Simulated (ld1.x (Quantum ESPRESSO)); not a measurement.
ruthenium: one change to a TM potential, before and after

Ru (Z = 44), norm-conserving Troullier–Martins (Kleinman–Bylander form), made with ld1.x (Quantum ESPRESSO) 7.5 (PBE, scalar-relativistic). Core [Ar] 3d10 4s2, reference 4p6 4d7.5 5s0.5 5p0. Waves: 5s (bound): rc 2.85 bohr; 4d (bound): rc 2.00 bohr; 4f channel at 0.25 Ry: rc 2.50 bohr; 4p (bound): rc 1.75 bohr. Local part: the p channel. Core correction: a·sin(br)/r model core inside 1.45 bohr.

All-electron outer shells of the reference configuration (PBE, scalar-relativistic, ld1.x):

```
shell  level (eV)  outermost node (bohr)  outermost maximum (bohr)
   3d     -271.56                      –                      0.30
   4s      -74.90                   0.48                      0.92
   4p      -45.01                   0.49                      0.98
   4d       -4.12                   0.48                      1.23
   5s       -3.80                   1.24                      2.80
   5p       -0.71                   1.42                      4.17
```

Change: local potential the d channel.

Cutoffs: the cutoffs (Ry, on a coarse ladder) from which the occupation-weighted sum of valence levels, in a spherical-Bessel basis at the reference potential, stays within 10 and 1 mRy of its value at 400 Ry; they do not see the model core or the augmentation charge, which bear on the density cutoff. Errors are all-electron minus pseudo energies relative to the spin-unpolarised reference configuration.

Problem. How do hardness, ghosts and transferability respond?

Solution. The potential gets neither clearly harder nor softer (45 Ry and 60 Ry → 45 Ry and 60 Ry); both files keep a bound ghost (s); of the 7 tests that both files solve, the error grows in 6 and shrinks in 0 by more than 15 % and 0.3 meV (median size 3.5 → 4.7 meV); the range in which the p phases agree widens (upper end -0.1 → 3.7).

```tsv
quantity	base	changed
cutoff, loose	45 Ry	45 Ry
cutoff, tight	60 Ry	60 Ry
loose cutoff by channel (10 mRy a level)	s 8 Ry, d 40 Ry, p 25 Ry	s 6 Ry, p 25 Ry, d 40 Ry
bound ghosts	s	s
error for 4p6 4d7 5s1 5p0, meV [ΔE 0.32 eV]	-2.9	-4.1
error for 4p6 4d7 5s0 5p0, meV [ΔE 7.61 eV]	-0.9	-2.2
error for 4p6 4d6 5s0 5p0, meV [ΔE 25.80 eV]	+8.3	-10
error for 4p6 4d6 5s1 5p0, meV [ΔE 10.43 eV]	-12	-19
error for 4p6 4d4 5s0 5p0, meV [ΔE 100.93 eV]	+43	-95
error for 4p6 4d8 5s0 5p0, meV [ΔE -0.02 eV]	-3.5	-4.7
error for 4p6 4d7 5s0.5 5p0, meV [ΔE 3.18 eV]	+0.5	-0.4
s: phases at 3.11 bohr within 0.05 rad from the reference energy up to (Ry; the scan ends near 5)	n/a	1.9
p: phases at 3.11 bohr within 0.05 rad from the reference energy up to (Ry; the scan ends near 5)	-0.1	3.7
d: phases at 3.11 bohr within 0.05 rad from the reference energy up to (Ry; the scan ends near 5)	1.5	1.5
f: phases at 3.11 bohr within 0.05 rad from the reference energy up to (Ry; the scan ends near 5)	3.4	3.3
```

Base: These tests converged, but a pseudo level misses the all-electron one widely, so the file describes the atom poorly there or has found another state: 4p6 4d4 5s0 5p0: empty 5s by 8.7 eV (a node warning on the way). Changed file: These tests converged, but a pseudo level misses the all-electron one widely, so the file describes the atom poorly there or has found another state: 4p6 4d4 5s0 5p0: empty 5s by 8.3 eV (a node warning on the way). A true bound ghost makes a file unfit for plane-wave use even where its test errors are small: the radial tests pick states by their node count and pass the ghost by.
